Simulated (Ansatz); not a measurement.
Species: H$_{3}$ClGe, SMILES `[Cl][GeH3]` (charge 0, multiplicity 1).

Question: Give a relaxed geometry from PBE0-D3(BJ)/def2-TZVP run with Ansatz (a quantum-chemistry and plane-wave program).

Answer: the end point of this relaxation (outside a Z-matrix the atoms follow the SMILES, hydrogens last).
Z-matrix (Å, degrees):
```
Ge
H 1 1.5317
H 1 1.5317 2 111.71
H 1 1.5317 2 111.71 3 125.95
Cl 1 2.1546 2 107.13 3 -117.02
```
